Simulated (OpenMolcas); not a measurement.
# Exact exchange and the dipole moment of SiNHF3

SiNHF3: 6 atoms, total charge 0, spin state doublet. As SMILES, `[NH][Si](F)(F)F`. Geometry: relaxed at PBE0-D4/def2-TZVP.

The dipole moment y, in D, basis 6-31G(d); a is the functional's share of exact exchange. Programs: OpenMolcas 26.06.

```
functional     program     a  y (D)
      UPBE  OpenMolcas     0   1.78
  U-r2SCAN  OpenMolcas     0   1.87
    UB3LYP  OpenMolcas   0.2      ?
     UPBE0  OpenMolcas  0.25   1.91
    UBHLYP  OpenMolcas   0.5   1.97
```

Q: Fit y = c + s·a to the known rows and predict UB3LYP.

A: 
1. Means of the 4 rows: a = 0.1875, y = 1.883.
2. Σ(Δa)² = 0.17188, Σ(Δa·Δy) = 0.050625, so the slope is 0.050625/0.17188 = 0.29454.
3. Intercept: 1.883 − (0.29454) × 0.1875 = 1.828. The largest residual of the fit is 0.048.
4. UB3LYP: 1.828 + (0.29454) × 0.2 = 1.89 D.

The run gave 1.87 D, so the prediction is off by +0.02 D, within the largest residual. More exact exchange makes the molecule more polar here. The rows mix families of semi-local functionals, which the line can't see.
